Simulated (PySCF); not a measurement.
From one molecule to another.

First species: C3H11F3Si3.
Numbering: `[CH3:1][SiH2:2][Si@H:3]([CH2:4][SiH3:5])[C:6]([F:7])([F:8])[F:9]` (hydrogens: H10, H11, H12 on C1; H13, H14 on Si2; H15 on Si3; H16, H17 on C4; H18, H19, H20 on Si5)

Second species: C5H10O2S2.
Structure used (GFN2-xTB), in Å, numbered top down from 1:
```
atom  x, y, z in Å
C1    -3.0436   -0.6678   -1.4067
S2    -1.5071    0.2282   -1.0362
C3    -1.1881   -0.3911    0.5770
C4    -0.2717    0.1047    1.4050
C5     0.6259    1.2265    1.0794
S6     2.2971    0.5742    0.6710
C7     2.0467   -0.3722   -0.8573
O8     2.7054   -0.3337    1.7076
O9     3.1558    1.6912    0.3861
H10   -2.8622   -1.7379   -1.3624
H11   -3.8152   -0.3743   -0.7008
H12   -3.3344   -0.3830   -2.4128
H13   -1.8104   -1.2274    0.8521
H14   -0.1239   -0.3623    2.3674
H15    0.7918    1.8909    1.9237
H16    0.3044    1.7869    0.2057
H17    1.3607   -1.1787   -0.6387
H18    3.0107   -0.7611   -1.1595
H19    1.6484    0.2963   -1.6081
```

Levels: PBE0/pcSseg-1 for dipole moment, HOMO energy, LUMO energy and HOMO–LUMO gap; GFN2-xTB for rotational constant A and rotational constant C. Geometries: GFN2-xTB. Each structure is a single optimised conformer of the isolated species, non-relativistic unless stated; the electronic structure was computed with PySCF and density fitting.

The conformers computed, where there is a choice (atom-mapped SMILES and torsion angles):
- `[CH3:1][SiH2:2][Si@H:3]([CH2:4][SiH3:5])[C:6]([F:7])([F:8])[F:9]`: C1–Si2–Si3–C4 177°, Si2–Si3–C4–Si5 -62°, Si2–Si3–C6–F7 -70°
- `[CH3:1][S:2]/[CH:3]=[CH:4]\[CH2:5][S:6]([CH3:7])(=[O:8])=[O:9]`: C1–S2–C3–C4 -169°, C3–C4–C5–S6 -102°, C4–C5–S6–C7 66°

| property | column X | column Y |
| --- | --- | --- |
| dipole moment | 6.34 D | 2.60 D |
| HOMO energy | -6.65 eV | -8.59 eV |
| LUMO energy | -0.64 eV | -0.42 eV |
| HOMO–LUMO gap | 6.01 eV | 8.17 eV |
| rotational constant A | 2.759 GHz | 1.043 GHz |
| rotational constant C | 0.553 GHz | 0.537 GHz |

Question: Which column belongs to which species?

Answer: Column X is the second species and column Y the first. The first has 20 atoms and 98 electrons, the second 19 and 88.

Question: How does each property change from the first species to the second?

Answer: dipole moment +3.74 D; HOMO energy +1.94 eV; LUMO energy -0.22 eV; HOMO–LUMO gap -2.16 eV; rotational constant A +1.716 GHz; rotational constant C +0.016 GHz.

On the first: The dipole matches unit charges of opposite sign 0.54 Å apart (1 e·Å = 4.8032 D).

On the second: In atomic units the dipole is 2.49 e·bohr (1 au = 2.5417 D). A dipole of 6.34 D is allowed in C1, and pure rotational transitions are dipole-allowed.
